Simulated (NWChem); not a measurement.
System: AlNH₂Br₂; SMILES [NH2][Al]([Br])[Br]

```xyz
6

Al     0.0000     0.0000     0.6588
Br    -1.9641     0.0000    -0.4582
Br     1.9641     0.0000    -0.4582
N      0.0000     0.0000     2.4266
H      0.8423     0.0000     3.0057
H     -0.8423     0.0000     3.0057
```
Atoms are numbered in this order, from 1.

Program: NWChem. Pople sets run with spherical d functions. STO-3G and 3-21G are far too small for this property and stand as cheap habits. Coordinates come from a PBE-D3(BJ)/def2-SVP optimisation. B3LYP is NWChem's, with the RPA form of VWN correlation. Field at 589 nm.

### Question
Order these runs by computing time, cheapest first, and give rough ratios: B3LYP/def2-SVPD; B3LYP/STO-3G; B3LYP/aug-cc-pVDZ.

### Answer
B3LYP/STO-3G (1), B3LYP/def2-SVPD (7), B3LYP/aug-cc-pVDZ (50). Ratios are rough, from one shared machine; the cheapest took about 30 core-seconds (a rough figure). What differs between the cheapest and the dearest: isotropic polarisability (bohr³) 27.4 → 79.9; anisotropy (bohr³) 34.0 → 28.2.
